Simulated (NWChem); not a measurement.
## What each level costs for bicarbonate (CHO3 (-1))

```xyz
5

O      0.6016     1.1439     0.0000
C     -0.0410    -0.1708     0.0000
O     -1.2993    -0.1009     0.0000
O      0.7534    -1.1276     0.0000
H     -0.2000     1.7028     0.0000
```
Charge -1, spin multiplicity 1.

Program: NWChem. All single points use one geometry, from PBE/def2-SVP, a minimum by its harmonic frequencies. It is one conformer; others weren't searched.

Basis set: aug-cc-pVDZ (101 functions). Each entry is one whole single-point run; the coupled-cluster runs use the TCE module, and the SCF and DFT modules converge to different thresholds.

The correlated methods keep 4 core orbitals frozen. B3LYP has NWChem's definition, with VWN1-RPA local correlation. The anion's geometry comes from a basis without diffuse functions.

Q: Roughly how much processor time does each of these take, relative to RHF: MP2, B2PLYP, PBE, B3LYP, r2SCAN, CR-CCSD(T)?

A: PBE about the same, within a factor of 3; B3LYP about the same, within a factor of 3; MP2 about the same, within a factor of 3; r2SCAN about the same, within a factor of 3; B2PLYP about the same, within a factor of 3; CR-CCSD(T) about 40 (rough ratios from shared machines).
